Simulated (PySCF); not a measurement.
## Bond energies at PBE/def2-SVP beside a composite method

PySCF, lowest determinants of a PBE0 search. The composite is CCSD(T) extrapolated to the basis-set limit from two correlation-consistent sets, with core-valence (CV) and scalar-relativistic (SR) terms as its label shows; it has no spin–orbit coupling and nothing beyond (T).

```csv
species,state (unpaired electrons),De PBE (eV),De composite (eV),composite,dissociates to
SbC,doublet (σ ↑),3.90,3.57,CCSD(T)/CBS(DT),Sb + C
BS,doublet (σ ↑),6.38,5.84,CCSD(T)/CBS(TQ)+CV+SR,B + S
Ca2,singlet (closed shell),0.27,0.11,CCSD(T)/CBS(DT),Ca + Ca
RbNa,singlet (closed shell),0.67,0.62,CCSD(T)/CBS(DT),Rb + Na
AlI,singlet (closed shell),4.01,4.05,CCSD(T)/CBS(TQ)+CV,Al + I
SeF,doublet (π ↑),3.83,3.44,CCSD(T)/CBS(TQ)+CV,Se + F
TlN,triplet (π ↑↑),1.86,1.54,CCSD(T)/CBS(DT),Tl + N
KCl,singlet (closed shell),4.08,4.33,CCSD(T)/CBS(DT)+CV,K + Cl
```

**Question.** Does PBE bind more or less than the composite, by how much on average, and where is the difference largest?

**Answer.** PBE/def2-SVP binds more on average, method and basis taken together: the mean signed difference is +0.19 eV and the mean absolute one 0.26 eV; it is largest for BS (+0.54 eV).

The molecules are drawn from runs that passed checks on state, spin purity and fit, so the hardest cases are missing and the errors look smaller than over all diatomics.

Correlated steps freeze the inner cores (5 to 15 orbitals); shallow outer-core shells are correlated. Closed-shell solutions of metal pairs were not tested for spin polarisation, which can lower them a little. Weak bonds: Ca2. Basis-set superposition, not corrected here, can be much of De in a small basis, most of all at correlated wavefunction levels. Functionals without a dispersion term scatter widely for such bonds, and LDA overbinds them. Spin–orbit coupling is left out, which matters for elements this heavy, above all for dissociation energies. Where the molecule has an RHF reference, its open-shell atoms are computed with UHF. States were picked by a PBE0 search and need not be the measured ground states.
